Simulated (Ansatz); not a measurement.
C6H13 (SMILES [CH2]CCCCC), doublet, at a GFN2-xTB geometry; MP2/6-31G* (Ansatz, a first-principles code).

The Ansatz input:
Ansatz 0.2 input:
```yaml
crystal:
  periodic: [false, false, false]
  atoms:
    - {symbol: C, position_ang: [-2.98430396, -0.66041146, -0.04973240]}
    - {symbol: C, position_ang: [-1.58600614, -0.51915247, 0.38081968]}
    - {symbol: C, position_ang: [-0.85691671, 0.60359329, -0.40073596]}
    - {symbol: C, position_ang: [0.57074552, 0.84124676, 0.08712427]}
    - {symbol: C, position_ang: [1.52002337, -0.31817981, -0.20726247]}
    - {symbol: C, position_ang: [2.95401446, 0.02034191, 0.18271071]}
    - {symbol: H, position_ang: [-3.22259204, -1.20158113, -0.94514443]}
    - {symbol: H, position_ang: [-3.76064498, -0.08153014, 0.41167488]}
    - {symbol: H, position_ang: [-1.53785710, -0.27248627, 1.44434508]}
    - {symbol: H, position_ang: [-1.04629639, -1.45351122, 0.20928618]}
    - {symbol: H, position_ang: [-0.84553535, 0.34537543, -1.46144559]}
    - {symbol: H, position_ang: [-1.43041506, 1.52616864, -0.28778204]}
    - {symbol: H, position_ang: [0.55920612, 1.03502542, 1.16245642]}
    - {symbol: H, position_ang: [0.95525016, 1.73927111, -0.40434564]}
    - {symbol: H, position_ang: [1.48038554, -0.55392746, -1.27334677]}
    - {symbol: H, position_ang: [1.20274833, -1.20545720, 0.34319572]}
    - {symbol: H, position_ang: [3.61586505, -0.81709521, -0.02581457]}
    - {symbol: H, position_ang: [3.01601134, 0.25037650, 1.24428674]}
    - {symbol: H, position_ang: [3.30853527, 0.88474228, -0.37490878]}
basis:
  gaussian:
    orbitals: 6-31G*
magnetization: {spin_polarized: true, initial_magnetization: 1}
correlation: {method: mp2, electrons: outside_noble_gas}
accuracy: high
```

Q: Write the output that Ansatz gives for this input, abridged.

A: 
```
Functional definition: HF
2942 factors; integrals over basis functions are off by at most 1.6e-8 eV
mean field evaluation 1: about -6383.8680 eV, gradient 2.3e1 eV
mean field evaluation 2: about -6383.8658 eV, gradient 2.3e1 eV
mean field evaluation 4: about -6387.3288 eV, gradient 2.8e0 eV
mean field evaluation 8: about -6387.3928 eV, gradient 3.9e-2 eV
mean field -6387.39242721 eV, -234.7323421698 hartree, gradient 1.2e-8 eV, S^2 0.762633; 0 other end points of the search recorded, 0 dependent functions left out
6 core orbitals not correlated
reference -6387.39242721 eV, -234.7323421698 hartree; 19, 18 occupied and 91, 92 virtual orbitals, 2942 factors
second order -20.75647186 eV of doubles, -0.00000000 eV of singles
Total energy: -6408.14889907 eV, -235.4951284416 hartree
```
